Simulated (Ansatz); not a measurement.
System: CH5BNO, charge 0, multiplicity 2. It need not be the lowest isomer of its formula. 
Geometry from a B3LYP-D3(BJ)/def2-TZVP (Ansatz, a program for electronic structure) optimisation:
SMILES: CO[B]N
```xyz
9

C     -1.4016     0.4122    -0.2224
O     -0.6209    -0.5076     0.5459
B      0.7220    -0.5658     0.4446
N      1.5494     0.2088    -0.3745
H     -2.4456     0.2586     0.0420
H     -1.2745     0.2310    -1.2930
H     -1.1239     1.4445     0.0065
H      1.2186     0.9261    -1.0059
H      2.5470     0.0947    -0.3836
```
Charge 0, spin multiplicity 2.

Dipole moments at this geometry, in debye (magnitudes).

| level | program | dipole (D) |
|---|---|---|
| SVWN5/def2-TZVPD | Ansatz | 2.97 |
| PBE/def2-TZVPD | Ansatz | 2.87 |
| revPBE/def2-TZVPD | Ansatz | 2.85 |
| r2SCAN/def2-TZVPD | Ansatz | 2.88 |
| B97M-V/def2-TZVPD | Ansatz | 2.81 |
| B3LYP/def2-TZVPD | Ansatz | ___ |
| PBE0/def2-TZVPD | Ansatz | 2.92 |
| BHLYP/def2-TZVPD | Ansatz | 2.92 |
| r2SCANh/def2-TZVPD | Ansatz | 2.89 |
| r2SCAN0/def2-TZVPD | Ansatz | 2.91 |
| HSE06/def2-TZVPD | Ansatz | 2.92 |
| wB97M-V/def2-TZVPD | Ansatz | 2.97 |
| wB97X-V/def2-TZVPD | Ansatz | 3.00 |
| CCSD(T)/aug-cc-pVDZ | Ansatz | ___ |

Question: Some entries are withheld; supply them.

Answer: 
- B3LYP/def2-TZVPD, dipole (D): 2.88
- CCSD(T)/aug-cc-pVDZ, dipole (D): 2.94
